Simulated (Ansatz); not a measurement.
GeH2Cl− (SMILES [Cl][GeH2-]): the vertical energy of the triplet above the singlet, rung by rung

The species is GeH2Cl− (4 atoms), meant as a singlet with charge -1. As SMILES, `[Cl][GeH2-]`. The shape comes from GFN2-xTB, which is rough for such elements, and wasn't checked as a minimum.

Quantity: the vertical energy of the triplet above the singlet, in eV. The values are calculated.

```csv
level,kind,program,value (eV),less FCI/STO-3G
PBE/STO-3G,GGA,Ansatz,4.72,-0.81
revPBE/STO-3G,GGA,Ansatz,4.75,-0.78
CAM-B3LYP/STO-3G,range-separated hybrid,Ansatz,5.16,-0.37
HSE06/STO-3G,range-separated hybrid,Ansatz,5.17,-0.36
B2PLYP/STO-3G,double hybrid,Ansatz,5.58,+0.05
BCCD(T)/STO-3G,coupled cluster or CI,Ansatz,5.54,+0.01
CCSD/STO-3G,coupled cluster or CI,Ansatz,5.55,+0.02
FCI/STO-3G,exact in the basis,Ansatz,5.53,0.00
```

FCI/STO-3G is exact within its basis and frozen core, so for wave-function methods in that basis the difference is their error; functionals converge differently with the basis, so for them it is only a difference. All-electron rows without a relativistic Hamiltonian named are non-relativistic. Sets without diffuse functions describe the anion poorly. The values span 4.72 to 5.58 eV. All rows use very small basis sets, so none should be taken for the real molecule's value. In the correlated wave-function rows the outer d shell of Ge is correlated, in sets not made for it.
